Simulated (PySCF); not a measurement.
## UHF on Be³⁺ (beryllium, charge +3)

Configuration: 1s1, 2S determinant. All numbers are calculated (PySCF 2.14, no relativity, point nucleus, in def2-TZVP (5s3p1d, 19 functions)).

```
Total energy                                     : -7.996125 hartree
One-electron energy                              : -7.9961 hartree
Hartree (Coulomb) energy                         : 1.2441 hartree
Exchange energy                                  : -1.2441 hartree
Kinetic energy                                   : 8.02973 hartree
⟨S²⟩                                             : 0.7500
⟨L²⟩                                             : 0.000
Sum of ⟨r⟩                                       : 0.3784 bohr
Sum of ⟨r²⟩                                      : 0.1936 bohr²
Density at the nucleus (Gaussians lack the cusp) : 20.5 bohr⁻³
Spin density at the nucleus                      : 20.5 bohr⁻³
Langevin diamagnetic susceptibility              : -0.153 ×10⁻⁶ cm³/mol
Time after the integrals                         : 0.06 s of wall time on 1 thread of Neoverse-N1 (shared host)
```

```tsv
shell	electrons	mean orbital energy (eV)	rms radius, mean of both spins (bohr)
1s α	1	-217.59	0.440
```
